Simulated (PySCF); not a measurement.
## How the method moves the HOMO and LUMO of `FBCC(F)(F)F`

Compound: C2H3BF4.
Z-matrix (Å and degrees, PBE0-D3(BJ)/def2-SVP geometry), rows numbered from 1:
```
F 
B   1  1.3204
C   2  1.5705  1  117.07
C   3  1.4991  2  114.90  1  -174.89
F   4  1.3370  3  112.23  2   179.21
F   4  1.3383  3  111.38  2   -60.53
F   4  1.3390  3  111.17  2    59.20
H   2  1.2073  1  117.58  3   179.47
H   3  1.1035  2  108.29  1    63.28
H   3  1.1023  2  109.36  1   -51.73
```

Basis pcSseg-2 throughout (PySCF), one geometry. Geometry: PBE0-D3(BJ)/def2-SVP, one conformer, isolated molecule.

How do the orbital energies, the gap and the dipole change with the method?

| method | kind | HOMO (eV) | LUMO (eV) | gap (eV) | μ (D) | SCF cycles |
| --- | --- | --- | --- | --- | --- | --- |
| BLYP | GGA | -8.03 | -2.09 | 5.94 | 1.43 | 14 |
| PBE | GGA | -8.06 | -2.20 | 5.86 | 1.43 | 14 |
| KT2 | GGA | -8.19 | -2.22 | 5.97 | 1.42 | 15 |
| B97-2 | global hybrid | -9.39 | -1.14 | 8.24 | 1.41 | 14 |
| B3LYP | global hybrid | -9.46 | -1.44 | 8.02 | 1.44 | 13 |
| mPW1PW91 | global hybrid | -9.70 | -1.16 | 8.54 | 1.43 | 13 |
| CAM-B3LYP | range-separated hybrid | -11.18 | -0.09 | 11.09 | 1.45 | 13 |
| wB97X-D | range-separated hybrid | -11.59 | 0.78 | 12.37 | 1.43 | 14 |

The HOMO spans 3.57 eV, from BLYP down to wB97X-D, and the gap runs from 5.86 eV (PBE) to 12.37 eV (wB97X-D). Over the methods BLYP (0 %), PBE (0 %), KT2 (0 %), B97-2 (21 %), B3LYP (20 %), mPW1PW91 (25 %), a straight line through the gap against the share of exact exchange rises by 1.06 eV for each 10 % (correlation coefficient 0.999). The dipole ranges from 1.41 D (B97-2) to 1.45 D (CAM-B3LYP). This basis has no diffuse functions.
